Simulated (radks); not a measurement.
Values are calculated unless marked as measured or tabulated.
The iron ion Fe2+ inside a hard spherical wall (all orbitals vanish at R), configuration held at [Ar] 3d6 and not refilled when levels cross. Code: a radial shooting solver on a logarithmic mesh with Libxc functionals. Model: non-relativistic Kohn-Sham, PBE, spin-polarised, spherical densities, point nucleus; open shells are filled with parallel spins first. Eigenvalues in eV for spin up, with the zero of energy where the potential of the charges vanishes at infinity; a dash marks a level that is unbound or too diffuse for the functional's potential to be trusted. A positive occupied level is held by the wall or, in an anion where self-interaction has pushed it up, behind a barrier. The pressure on the wall is -dE/dV.

R (bohr)  E (hartree)  kinetic (hartree)    e(2p)    e(3s)    e(3p)    e(3d)  e(4s, empty)  e(4p, empty)  pressure (GPa)
free      -1262.53658           1261.582  -713.96  -111.87  -79.556  -27.355       -20.469       -14.621               0
20        -1262.53658           1261.582  -713.96  -111.87  -79.556  -27.355       -20.469       -14.621        < 0.0001
12        -1262.53658           1261.582  -713.96  -111.87  -79.556  -27.355       -20.469       -14.621        < 0.0001
10        -1262.53658           1261.582  -713.96  -111.87  -79.556  -27.355       -20.469       -14.620        < 0.0001
8         -1262.53658           1261.582  -713.96  -111.87  -79.556  -27.355       -20.468       -14.605        0.000121
5         -1262.53495           1261.598  -713.84  -111.78  -79.463  -27.264       -19.974       -13.415           0.349
4         -1262.52103           1261.703  -713.24  -111.28  -78.977  -26.771       -17.918       -10.091            5.08
3.5       -1262.48910           1261.903  -712.23  -110.49  -78.207  -25.950       -14.798        -5.764            20.3
2.5       -1262.04083           1264.218  -704.20  -104.78  -72.533  -19.316         9.442        23.163             472
1.5       -1253.05140           1300.684  -641.06  -59.967  -24.919   34.759        202.60        219.66           33800
